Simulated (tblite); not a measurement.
Compound: C₈H₉F₃.
Numbering: `[F:1][C:2]([F:3])=[C:4]([F:5])[C@:6]12[CH2:7][CH2:8][C@H:9]([CH2:10]1)[CH2:11]2` (hydrogens: H12, H13 on C7; H14, H15 on C8; H16 on C9; H17, H18 on C10; H19, H20 on C11)

Computed with GFN2-xTB (tblite), gas phase: L-BFGS steps from a force-field or distance-geometry start until the largest atomic force falls under 0.01 eV/Å.

Step 26: E = -976.3630 eV
```
atom  x, y, z in Å  |  force x, y, z in eV/Å
F1      4.0372    0.3792   -0.2815    0.020   0.053   0.006
C2      2.7598    0.5039    0.0591   -0.004  -0.015  -0.025
F3      2.6348    1.3194    1.1003    0.000  -0.025  -0.012
C4      1.7509   -0.0985   -0.5603   -0.035  -0.019  -0.001
F5      2.0641   -0.8867   -1.6146   -0.002   0.008  -0.008
C6      0.3116   -0.0762   -0.2213   -0.012   0.017   0.012
C7     -0.1724    0.7297    0.9888    0.011  -0.005  -0.005
C8     -1.6766    0.3808    0.9217   -0.013   0.000  -0.001
C9     -1.6658   -0.5272   -0.3096    0.003  -0.011   0.007
C10    -0.4432   -1.4135   -0.0329    0.019   0.017   0.005
C11    -0.7698    0.2646   -1.2743    0.016  -0.008   0.014
H12     0.2946    0.3970    1.9139   -0.006   0.000   0.010
H13     0.0136    1.7961    0.8735    0.013  -0.008  -0.003
H14    -2.3013    1.2601    0.7790   -0.009   0.032  -0.034
H15    -2.0223   -0.1377    1.8138    0.003  -0.046   0.011
H16    -2.6117   -0.9518   -0.6299   -0.013   0.015   0.007
H17    -0.2351   -2.1321   -0.8211   -0.009   0.013   0.002
H18    -0.3636   -1.8855    0.9440   -0.023   0.004  -0.004
H19    -0.9987    1.3180   -1.4226    0.028  -0.012   0.002
H20    -0.6112   -0.2290   -2.2291    0.014  -0.009   0.018
```

Step 27: E = -976.3634 eV
```
atom  x, y, z in Å  |  force x, y, z in eV/Å
F1      4.0364    0.3838   -0.2822    0.030   0.043  -0.006
C2      2.7587    0.5036    0.0576    0.008  -0.009  -0.017
F3      2.6323    1.3169    1.1002   -0.005  -0.014   0.000
C4      1.7503   -0.0998   -0.5607   -0.031  -0.022  -0.007
F5      2.0600   -0.8871   -1.6161    0.014   0.002  -0.018
C6      0.3121   -0.0772   -0.2204   -0.021   0.035   0.022
C7     -0.1712    0.7293    0.9892   -0.014   0.003   0.011
C8     -1.6760    0.3814    0.9222   -0.022  -0.007  -0.008
C9     -1.6649   -0.5267   -0.3093   -0.004  -0.011   0.001
C10    -0.4429   -1.4140   -0.0321    0.007   0.021   0.002
C11    -0.7682    0.2647   -1.2742    0.009  -0.011   0.018
H12     0.2940    0.3966    1.9154   -0.002   0.006   0.001
H13     0.0132    1.7963    0.8735    0.022  -0.020  -0.001
H14    -2.3006    1.2613    0.7790    0.000   0.019  -0.032
H15    -2.0233   -0.1378    1.8137    0.012  -0.035   0.001
H16    -2.6109   -0.9505   -0.6305   -0.013   0.014   0.010
H17    -0.2344   -2.1316   -0.8210   -0.011   0.009   0.006
H18    -0.3644   -1.8868    0.9448   -0.022   0.009  -0.012
H19    -0.9972    1.3185   -1.4237    0.035  -0.030   0.007
H20    -0.6080   -0.2301   -2.2284    0.007  -0.003   0.022
```

Step 28: E = -976.3638 eV
```
atom  x, y, z in Å  |  force x, y, z in eV/Å
F1      4.0360    0.3895   -0.2830    0.029   0.028  -0.019
C2      2.7576    0.5031    0.0558    0.020   0.001  -0.007
F3      2.6296    1.3139    1.0999   -0.011  -0.004   0.011
C4      1.7493   -0.1015   -0.5612   -0.008  -0.016  -0.010
F5      2.0560   -0.8876   -1.6180    0.024  -0.002  -0.025
C6      0.3124   -0.0777   -0.2190   -0.018   0.033   0.026
C7     -0.1703    0.7291    0.9899   -0.037   0.010   0.027
C8     -1.6758    0.3819    0.9225   -0.025  -0.010  -0.011
C9     -1.6640   -0.5263   -0.3091   -0.013  -0.004  -0.004
C10    -0.4424   -1.4141   -0.0311   -0.012   0.017  -0.001
C11    -0.7664    0.2645   -1.2737   -0.001  -0.013   0.017
H12     0.2935    0.3964    1.9169    0.001   0.011  -0.005
H13     0.0132    1.7962    0.8734    0.027  -0.025   0.003
H14    -2.2999    1.2628    0.7785    0.009  -0.001  -0.024
H15    -2.0241   -0.1388    1.8136    0.018  -0.017  -0.013
H16    -2.6104   -0.9489   -0.6310   -0.013   0.010   0.010
H17    -0.2340   -2.1309   -0.8209   -0.011   0.004   0.008
H18    -0.3658   -1.8880    0.9454   -0.017   0.013  -0.015
H19    -0.9949    1.3184   -1.4247    0.036  -0.036   0.011
H20    -0.6046   -0.2314   -2.2271    0.002  -0.001   0.021
```

Step 29: E = -976.3643 eV
```
atom  x, y, z in Å  |  force x, y, z in eV/Å
F1      4.0362    0.3961   -0.2843    0.018   0.013  -0.032
C2      2.7569    0.5027    0.0535    0.026   0.009   0.003
F3      2.6270    1.3108    1.0997   -0.017   0.000   0.015
C4      1.7484   -0.1033   -0.5620    0.021  -0.003  -0.009
F5      2.0521   -0.8878   -1.6207    0.026  -0.001  -0.024
C6      0.3125   -0.0777   -0.2172   -0.006   0.013   0.022
C7     -0.1701    0.7287    0.9912   -0.046   0.011   0.032
C8     -1.6762    0.3825    0.9225   -0.019  -0.007  -0.008
C9     -1.6634   -0.5262   -0.3088   -0.021   0.006  -0.007
C10    -0.4421   -1.4139   -0.0301   -0.031   0.006  -0.003
C11    -0.7647    0.2641   -1.2728   -0.009  -0.011   0.011
H12     0.2925    0.3954    1.9186    0.001   0.014  -0.007
H13     0.0142    1.7955    0.8742    0.027  -0.020   0.009
H14    -2.2988    1.2646    0.7765    0.013  -0.020  -0.012
H15    -2.0253   -0.1396    1.8130    0.019   0.003  -0.023
H16    -2.6101   -0.9473   -0.6310   -0.013   0.004   0.007
H17    -0.2337   -2.1300   -0.8203   -0.008   0.000   0.007
H18    -0.3674   -1.8889    0.9460   -0.012   0.014  -0.011
H19    -0.9921    1.3176   -1.4255    0.031  -0.028   0.012
H20    -0.6012   -0.2327   -2.2253   -0.001  -0.003   0.015
```

Problem. Estimate the geometry and energy of step 30. (The exact step hangs on the optimiser's Hessian estimate; all steps are aligned on step 29, rigid shifts and turns removed.)

Solution. E = -976.3647 eV, largest force 0.042 eV/Å
```
atom  x, y, z in Å  |  force x, y, z in eV/Å
F1      4.0368    0.4024   -0.2866    0.004   0.002  -0.038
C2      2.7568    0.5026    0.0511    0.023   0.014   0.008
F3      2.6251    1.3081    1.0994   -0.018  -0.001   0.013
C4      1.7480   -0.1046   -0.5629    0.040   0.011  -0.002
F5      2.0491   -0.8874   -1.6239    0.022   0.007  -0.012
C6      0.3125   -0.0775   -0.2151    0.009  -0.015   0.011
C7     -0.1708    0.7282    0.9932   -0.034   0.005   0.022
C8     -1.6770    0.3831    0.9220   -0.007  -0.001  -0.004
C9     -1.6631   -0.5262   -0.3086   -0.022   0.012  -0.007
C10    -0.4421   -1.4135   -0.0289   -0.038  -0.006  -0.003
C11    -0.7633    0.2633   -1.2716   -0.009  -0.008   0.003
H12     0.2912    0.3932    1.9203   -0.002   0.015  -0.002
H13     0.0162    1.7942    0.8764    0.020  -0.009   0.014
H14    -2.2974    1.2664    0.7728    0.008  -0.029   0.000
H15    -2.0273   -0.1393    1.8119    0.012   0.015  -0.024
H16    -2.6102   -0.9463   -0.6307   -0.016  -0.002   0.002
H17    -0.2334   -2.1291   -0.8193   -0.006  -0.004   0.006
H18    -0.3689   -1.8891    0.9467   -0.009   0.011  -0.002
H19    -0.9893    1.3164   -1.4258    0.022  -0.009   0.011
H20    -0.5981   -0.2340   -2.2233   -0.001  -0.008   0.006
```

The energy changes by -0.0004 eV. The first-order estimate −F·Δx gives -0.0006 eV and the mean of the old and new forces, exact on a quadratic surface, -0.0004 eV. The step makes an angle of 70° with the force vector and moves no atom by more than 0.007 Å.

What follows is the cost of the whole relaxation. Hardware: Intel Xeon Platinum 8259CL at 2.50 GHz, 2 threads, no GPU, on a shared host. Cost: 0.79 s wall, 1.6 s CPU.
